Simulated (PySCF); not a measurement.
Compound: C₈H₁₁N₂ (charge +1).
SMILES with atom numbers: `[CH3:1][C:2]#[C:3][c:4]1[nH:5][c:6]([CH3:7])[cH:8][n+:9]1[CH3:10]` (hydrogens: H11, H12, H13 on C1; H14 on N5; H15, H16, H17 on C7; H18 on C8; H19, H20, H21 on C10)

The calculation used PBE0-D3(BJ)/def2-SVP geometry optimisation, gas phase in PySCF.

(1) Give the optimised bond lengths and angles.

Results:

(1) 
| bond | length (Å) |
| --- | --- |
| C1–C2 | 1.444 |
| C2≡C3 | 1.217 |
| C3–C4 | 1.402 |
| C4–N5 | 1.348 |
| N5–C6 | 1.376 |
| C6–C7 | 1.482 |
| C6–C8 | 1.369 |
| C8–N9 | 1.376 |
| N9–C10 | 1.452 |
| C4–N9 | 1.344 |
| C1–H11, C1–H12, C1–H13 | 1.101 |
| N5–H14 | 1.015 |
| C7–H15, C7–H16, C7–H17 | 1.099 |
| C8–H18 | 1.087 |
| C10–H19, C10–H20, C10–H21 | 1.097 |

Bonds in one row agree within 0.01 Å and their mean is given. A selection of angles:
| angle | degrees |
| --- | --- |
| C1–C2–C3 | 179.8 |
| C2–C3–C4 | 179.6 |
| C3–C4–N5 | 126.4 |
| C3–C4–N9 | 127.0 |
| N5–C4–N9 | 106.6 |
| C4–N5–C6 | 110.9 |
| N5–C6–C7 | 123.4 |
| N5–C6–C8 | 105.2 |
| C7–C6–C8 | 131.4 |
| C6–C8–N9 | 108.1 |
| C8–N9–C10 | 125.5 |
| C4–N9–C8 | 109.2 |
| C4–N9–C10 | 125.4 |
| H14–N5–C4 | 123.3 |
| H14–N5–C6 | 125.8 |

C8 (aromatic CH next to a ring nitrogen) is planar (angles 129.9°, 121.9° and 108.1°, sum 360.0°, 0.00 Å off the plane of its three neighbours). N9 (three-coordinate ring nitrogen) is planar (angles 125.5°, 125.4° and 109.2°, sum 360.0°, 0.01 Å off the plane of its three neighbours). The C–N distances run from 1.344 Å (C4–N9, aromatic) to 1.452 Å (N9–C10, drawn single), a spread of 0.108 Å. C6 (substituted aromatic carbon) is planar (angles 131.4°, 123.4° and 105.2°, sum 360.0°, 0.00 Å off the plane of its three neighbours). N5 (ring nitrogen) is planar (angles 125.8°, 123.3° and 110.9°, sum 360.0°, 0.00 Å off the plane of its three neighbours). The 5-membered ring C4–N5–C6–C8–N9 has internal angles of 105.2° to 110.9° (sum 540°, against 540° for a flat polygon); it is planar, 0.00 Å rms from its mean plane, widest ring torsion 0°. The C–C distances run from 1.217 Å (C2≡C3, drawn triple) to 1.482 Å (C6–C7, drawn single), a spread of 0.265 Å.

Stationary, but not proved a minimum.
